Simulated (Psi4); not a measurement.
H4AlO4 (SMILES [OH][Al-]([OH])([OH])[OH]), charge -1, singlet, at a GFN2-xTB geometry (such geometries of metal compounds can be far from the true shape) (a gas-phase anion, which may not be bound at this level). Base run: CCSD/STO-3G (Psi4).

Psi4 was given this input:
```
memory 2 GB

molecule {
-1 1
Al   -0.00000000   -0.00000000   -0.00000000
O     1.60013122   -0.41861514   -0.56945509
H     1.76427401   -0.41833359   -1.50225942
O     0.11470341    0.26263230    1.72563179
H     0.83851758    0.77410115    2.05963706
O    -0.51994549    1.40745130   -0.89926369
H    -1.43029173    1.66471842   -0.85289347
O    -1.19488915   -1.25146846   -0.25691301
H    -1.17249985   -2.02048599    0.29551583
}

set {
  basis sto-3g
}

energy('ccsd')
print_variables()
```

The base run was repeated with changes; each row names its change, and settings that it needs were set with it.

```csv
change,ΔE vs base (kcal/mol),MP2 correlation (Eh),basis functions,outcome
base,0.000,-0.14369,33,converged
scf_type = pk; mp2_type = conv,0.000,-0.14369,33,converged
method = fno-ccsd(t),-,-,33,stopped with an error
method = mp3,[?],-0.14366,33,converged
method = cisd,-,-,33,stopped with an error
method = dlpno-mp2,22.87,-0.14364,33,converged
method = omp2,[?],-0.14366,33,converged
cc_type = df,-,-,33,stopped with an error
puream = on,0.000,-0.14369,33,converged
method = mp2,22.86,-0.14366,33,converged
```

Some entries are withheld; supply them.


- method = mp3, ΔE vs base (kcal/mol): 7.01
- method = omp2, ΔE vs base (kcal/mol): 21.08

A gas-phase anion may not be bound at this level; its values then depend on the basis.

- method = fno-ccsd(t): ended with `Fatal Error: ndocc must be less than nvirt`
- method = cisd: ended with `Fatal Error: ndocc must be less than nvirt`
- cc_type = df: ended with `Fatal Error: ndocc must be less than nvirt`
